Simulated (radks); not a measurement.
Results of a calculation; reference values are marked as such.
Polarisability of the boron ion B+, [He] 2s2, at imaginary frequency. Level of theory: scalar-relativistic Kohn-Sham, LDA (Slater exchange, Perdew-Wang correlation), spin-polarised, spherical densities, finite nucleus; Fermi nuclear charge, rms radius 2.406 fm (a radial shooting solver on a logarithmic mesh with Libxc functionals). Response by self-consistent Sternheimer equations with the Hartree and adiabatic LDA kernel, the relativistic mass of each level held fixed and spin-orbit coupling left out.

w (hartree)  alpha1(iw) (bohr^3)  alpha2(iw) (bohr^5)
0.00266                    10.77                29.89
0.0143                     10.75                29.88
0.0360                     10.64                29.81
0.0697                     10.29                29.58
0.118                      9.500                29.01
0.186                      8.111                27.81
0.280                      6.221                25.56
0.413                      4.246                21.89
0.605                      2.614                16.85
0.892                      1.477                11.25
1.35                      0.7696                6.351
2.12                      0.3640                2.976
3.59                      0.1510                1.121
6.94                     0.05124               0.3120
17.5                     0.01072              0.05024

Static values: alpha1 = 10.77 bohr^3 (1.596 angstrom^3; uncoupled 20.26), alpha2 = 29.89 bohr^5, alpha3 = 184.9 bohr^7. C6 = 29.14, C8 = 549.0, triple-dipole C9 = 231.0 atomic units. One-pole (London) frequency 4 C6 / (3 alpha1^2) = 0.335 hartree, against 0.713 for minus the highest occupied eigenvalue.
